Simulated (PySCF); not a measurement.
PySCF 2.14 output of an unrestricted PBE0 calculation on a single atom or ion in aug-cc-pVDZ-PP with ECP60MDF, with scalar relativity through the core potential:

```
SCF conv_tol = 1e-09
number electrons alpha = 10  beta = 6
    C. Adamo and V. Barone.,  J. Chem. Phys. 110, 6158 (1999)
    M. Ernzerhof and G. E. Scuseria.,  J. Chem. Phys. 110, 5029 (1999)
cycle= 1 E= -104.076404408137  delta_E= -0.00505  |g|= 0.00899  |ddm|= 0.144
cycle= 2 E= -104.076439447513  delta_E= -3.5e-05  |g|= 0.00463  |ddm|= 0.0189
cycle= 3 E= -104.07644713001  delta_E= -7.68e-06  |g|= 0.00113  |ddm|= 0.00509
cycle= 4 E= -104.076447611521  delta_E= -4.82e-07  |g|= 2.22e-05  |ddm|= 0.00136
cycle= 5 E= -104.076447611971  delta_E= -4.49e-10  |g|= 1.58e-06  |ddm|= 4.16e-05
converged SCF energy = -104.076447611971  <S^2> = 6.001013  2S+1 = 5.0004052
```

The run itself started from symmetry-adapted Hartree-Fock orbitals and held the occupation by maximum overlap, on a logarithmic radial grid, so the iterations belong to that start.

Which element, charge and spin multiplicity is this?

Ir+ (iridium, charge +1), multiplicity 5; the state was [Xe] 4f14 5d7 6s1, high-spin 5F determinant.

Energies and moments cover only the electrons outside the core potential. Spin-orbit coupling, absent here, splits the open shell strongly.
